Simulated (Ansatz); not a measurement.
`F[SiH2][S][GeH3]`, 9 atoms. The species carries charge 0 and has multiplicity 1. Correlated methods include outer-core shells of Ge, which these sets cover unevenly. Scalar relativity is left out up to krypton. All runs use 4 threads of an Arm Neoverse V1 on a shared host. Correlated methods freeze the cores.

Task: How many basis functions does each run have, and how long does it take in Ansatz? RHF-CCSD(T)/def2-TZVPP energy; RKS B97M-V/def2-TZVPP energy; RHF-CCSD(T)/def2-SVP energy; RKS PBE0-D4/def2-TZVP frequencies; RKS SPW92 (LDA)/def2-TZVPP energy; RKS B3LYP-D4/def2-TZVPP energy and forces; RKS PBE0-D4/def2-TZVP relaxation (38 steps); direct RPA on PBE orbitals/def2-TZVPP energy; RKS ωB97M-V/def2-SVP energy; RHF-MP2/def2-QZVPP energy; RKS PBE0-D4/def2-QZVPP energy; RKS ωB97M-V/def2-QZVPP energy. (Estimate.)

Result: Computed: Other jobs shared the machine, so times are rough.

| level | job | functions | wall time | peak host memory (GiB) |
| --- | --- | --- | --- | --- |
| RKS SPW92 (LDA)/def2-TZVPP | energy | 233 | 1.4 s | 0.32 |
| direct RPA on PBE orbitals/def2-TZVPP | energy | 233 | 5.5 s | 0.5 |
| RKS ωB97M-V/def2-SVP | energy | 107 | 6 s | 0.35 |
| RHF-CCSD(T)/def2-SVP | energy | 107 | 6.5 s | 0.44 |
| RKS B3LYP-D4/def2-TZVPP | energy and forces | 233 | 7.5 s | 0.71 |
| RKS B97M-V/def2-TZVPP | energy | 233 | 11 s | 0.41 |
| RKS PBE0-D4/def2-QZVPP | energy | 436 | 13 s | 1.8 |
| RKS ωB97M-V/def2-QZVPP | energy | 436 | 24 s | 2.1 |
| RHF-MP2/def2-QZVPP | energy | 436 | 28 s | 2.3 |
| RKS PBE0-D4/def2-TZVP | frequencies | 183 | 2.3 min | 0.53 |
| RKS PBE0-D4/def2-TZVP | relaxation (38 steps) | 183 | 2.4 min | 0.53 |
| RHF-CCSD(T)/def2-TZVPP | energy | 233 | 2.9 min | 3.9 |

B3LYP here is the variant with VWN-RPA as its local correlation; programs differ in this.
